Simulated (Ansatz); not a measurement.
Gas-phase electronic energies from Ansatz, PBE0-D4/def2-TZVP geometries. CBS: MP2 limit from def2 TZ/QZ plus the TZ coupled-cluster correction, frozen cores. Functionals use def2-TZVPP. B3LYP here is the variant with VWN-RPA as its local correlation; programs differ in this. One conformer a species, not always the lowest.

Consider the ligand exchange at the Si–C bond: `F[CH]([SiH3])[AlH][SiH3]` + `COB(C)O` → `COB(C)O[SiH3]` + `F[CH2][AlH][SiH3]`.

Task: Is it downhill or uphill in electronic energy at CCSD(T)/CBS, and by how much? (Best estimate.)

Result: Computed: Downhill: ΔE = -22.7 kcal/mol.

Task: What do these levels give: PBE-D4, r2SCAN-D4, ωB97X-V, ωB97M-V, PBE, B3LYP, SCS-MP2/def2-TZVPP, CCSD(T)/def2-TZVPP, HF/def2-QZVPP, MP2/def2-QZVPP, MP2/CBS(def2), CCSD/CBS(def2)? (An estimate is asked.)

Result: Ansatz gave: PBE-D4 -18.4, r2SCAN-D4 -21.4, ωB97X-V -22.4, ωB97M-V -22.0, PBE -18.8, B3LYP -23.8, SCS-MP2/def2-TZVPP -24.5, CCSD(T)/def2-TZVPP -22.8, HF/def2-QZVPP -29.5, MP2/def2-QZVPP -23.5, MP2/CBS(def2) -23.3, CCSD/CBS(def2) -23.7 kcal/mol.

Largest T1 diagnostic among the species: 0.013.

From PBE to PBE0 (25 % exact exchange), in def2-TZVPP and without D4, ΔE moves by −1.8 kcal/mol. The D4 term adds +0.8 kcal/mol with B3LYP and +0.4 kcal/mol with PBE0; it sums over pairs of atoms, weighted by their polarisabilities, and B3LYP, whose exchange is more repulsive, gets the larger term. In def2-TZVPP, CCSD(T) changes the Hartree–Fock value by +6.3 kcal/mol (the triples alone add +1.0 kcal/mol) and MP2 by +5.7 kcal/mol.
